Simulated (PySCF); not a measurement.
## Correlation energy of Nb⁺ (niobium, charge +1)

[Kr] 4d3 5p1, one real determinant (an excited configuration). Computed with PySCF 2.14 in x2c-TZVPPall (8s6p6d2f1g, 79 functions), with scalar relativity by spin-free X2C-1e. Frozen: [Ar] 3d10; 12 electrons correlated.

| level | correlation energy (mhartree) |
| --- | --- |
| CCSD | -279.27 |
| (T) | -7.19 |
| CCSD(T) | -286.46 |

Diagnostics: T1 = 0.011, D1 = 0.0503, largest double amplitude 0.045.

The real determinant used has ⟨L²⟩ near 14 against 20 for a pure G term, so it mixes terms.

Cost of the coupled-cluster step: about 20 core-seconds, for 12 correlated electrons.

The basis was made for the ground configuration and has no added diffuse functions, which can raise the energy of the promoted electron.

The reference is one real determinant that mixes LS terms of this configuration.

This basis was not built for core-valence correlation, so the inner-shell part is incomplete.
